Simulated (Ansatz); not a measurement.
This geometry of ClGaH2O + H2 (7 atoms, charge 0, multiplicity 1) is a first-order saddle point.

Computed with Ansatz, RKS PBE-D4/def2-SVP.

```xyz
7
Properties=species:S:1:pos:R:3
Ga -0.007 0.294 -0.084
Cl 0.051 0.024 2.430
O 1.652 -0.051 -0.691
H 1.694 -0.888 -1.189
H -1.396 -0.199 -0.593
H 0.091 1.861 0.584
H 0.110 1.288 1.556
```

Task: Which two structures does it join? (They come from a converged band through this point; their orientation in space is the band's.)

Result: Bonds broken: H6–H7. Bonds formed: Ga1–H6, O3–H7. ClGaH2O + H2 becomes ClGaH4O.

First end point:

```xyz
7
Properties=species:S:1:pos:R:3
Ga -0.139 -0.300 0.040
Cl 0.157 -0.873 2.117
O 1.318 -0.374 -1.003
H 2.111 -0.655 -0.510
H -1.528 0.071 -0.551
H 0.136 2.417 0.623
H 0.141 2.043 1.297
```

Last end point:

```xyz
7
Properties=species:S:1:pos:R:3
Ga -0.580 0.695 0.283
Cl -0.117 -0.261 2.262
O 1.519 0.364 -0.146
H 1.627 -0.388 -0.763
H -1.235 -0.312 -0.736
H -0.686 2.257 0.360
H 1.667 -0.027 0.753
```

Task: How far does it lie above each of them?

Result: 1.18 eV above the first and 1.53 eV above the second. This is the barrier of this one path; another mechanism may lie lower. The orbitals stay closed-shell, which can raise the energy where a bond breaks towards radicals; this wasn't checked here.

The run took 3.7 min on 2 threads of Arm Neoverse N1 (shared host), peak memory 0.12 GiB.
